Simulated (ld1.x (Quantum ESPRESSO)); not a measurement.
indium (In): one change to a TM potential, before and after

ld1.x (Quantum ESPRESSO) 7.5 input, shortened:

```
&input
   title='In', zed=49., rel=0, dft='PBE', iswitch=3,
   config='[Kr] 4d10 5s2 5p1'
 /
 &inputp
   pseudotype=2, tm=.true., lloc=-1, rcloc=1.75,
   nlcc=.true., new_core_ps=.true., rcore=1.30
 /
3
5S  1  0   2.00   0.00  2.45  2.45  0.0
5P  2  1   1.00   0.00  3.10  3.10  0.0
4D  3  2  10.00   0.00  1.45  1.45  0.0
 &test
   configts(1)='4d10 5s2 5p1'
 /
```

All-electron outer shells of the reference configuration (PBE, non-relativistic, ld1.x):

```csv
shell,level (eV),outermost node (bohr),outermost maximum (bohr)
4s,-110.81,0.43,0.80
4p,-76.17,0.42,0.83
4d,-19.78,0.40,0.92
5s,-7.65,1.06,2.24
5p,-2.60,1.16,2.88
```

Change: local potential all-electron potential smoothed inside 3.20 bohr (lloc = -1).

Cutoffs: the cutoffs (Ry, on a coarse ladder) from which the occupation-weighted sum of valence levels, in a spherical-Bessel basis at the reference potential, stays within 10 and 1 mRy of its value at 400 Ry; they do not see the model core or the augmentation charge, which bear on the density cutoff. Errors are all-electron minus pseudo energies relative to the spin-unpolarised reference configuration.

**Question.** Predict the effect on cutoff, ghosts and configuration errors.

**Answer.** The potential gets neither clearly harder nor softer (80 Ry and 140 Ry → 80 Ry and 140 Ry); the bound ghost in s disappears; the number of tests with a reliable result goes from 7 to 6; of the 6 tests that both files solve, the error grows in 3 and shrinks in 2 by more than 15 % and 0.3 meV (median size 6.1 → 1.8 meV). In the separable form a ghost depends on how the local part lies against the semilocal potential of the channel, so the choice of the local part can create or remove one.

| quantity | base | changed |
| --- | --- | --- |
| cutoff, loose | 80 Ry | 80 Ry |
| cutoff, tight | 140 Ry | 140 Ry |
| loose cutoff by channel (10 mRy a level) | s 12 Ry, p 6 Ry, d 70 Ry | s 8 Ry, p 6 Ry, d 70 Ry |
| bound ghosts | s | none |
| tests with a reliable result | 7 of 7 | 6 of 7 |
| error for 4d10 5s2 5p0, meV [ΔE 5.43 eV] | -1.7 | -2.0 |
| error for 4d10 5s1 5p0, meV [ΔE 23.81 eV] | -16 | -20 |
| error for 4d9 5s0 5p0, meV [ΔE 107.99 eV] | -133 | -392 |
| error for 4d10 5s2 5p1.3, meV [ΔE -0.56 eV] | +0.1 | 0.0 |
| error for 4d10 5s1 5p1, meV [ΔE 11.27 eV] | +4.2 | -1.6 |
| error for 4d10 5s0 5p3, meV [ΔE 10.53 eV] | +8.0 | +0.1 |

 A true bound ghost makes a file unfit for plane-wave use even where its test errors are small: the radial tests pick states by their node count and pass the ghost by.
